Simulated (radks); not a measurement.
Task: Species: Cs. Configuration: [Xe] 6s1 (the NIST ground configuration). Method: Dirac Kohn-Sham, LDA (Slater exchange, Perdew-Wang correlation), spin-unpolarised, spherical densities, finite nucleus; Fermi nuclear charge, rms radius 4.8041 fm; computed with a radial shooting solver on a logarithmic mesh with Libxc functionals. Some entries of the table are withheld. Estimate them.

orbital  occ.  eigenvalue (Ry)  <r> (bohr)  <r^2> (bohr^2)
1s1/2       2        -2626.106     0.02613       0.0009266
2s1/2       2        -411.8649      0.1118             (1)
2p1/2       2        -387.6780     0.09407             (2)
2p3/2       4        -361.8213     0.09996             (3)
3s1/2       2        -85.59032      0.2992          0.1024
3p1/2       2              (4)      0.2890         0.09707
3p3/2       4              (5)      0.3008          0.1050
3d3/2       4        -52.63710         (6)         0.08722
3d5/2       6        -51.58439         (7)         0.08948
4s1/2       2        -16.12991      0.6950          0.5458
4p1/2       2        -12.49343      0.7208          0.5919
4p3/2       4        -11.47438      0.7488          0.6385
4d3/2       4         -5.55143      0.8314          0.8056
4d5/2       6         -5.38259      0.8420          0.8261
5s1/2       2         -1.97426       1.737             (8)
5p1/2       2         -1.08487       2.020           4.666
5p3/2       4         -0.96207       2.122           5.154
6s1/2       1         -0.16352       5.545           35.05
6p1/2       0         -0.06146       7.616           66.41
6p3/2       0         -0.05557       7.930           71.93
5d3/2       0         -0.03704       5.660           41.24
5d5/2       0         -0.03402       5.849           43.98

Result: 
(1) 2s1/2 <r^2> (bohr^2): 0.01480
(2) 2p1/2 <r^2> (bohr^2): 0.01089
(3) 2p3/2 <r^2> (bohr^2): 0.01217
(4) 3p1/2 eigenvalue (Ry): -75.46234
(5) 3p3/2 eigenvalue (Ry): -70.50970
(6) 3d3/2 <r> (bohr): 0.2715
(7) 3d5/2 <r> (bohr): 0.2753
(8) 5s1/2 <r^2> (bohr^2): 3.407
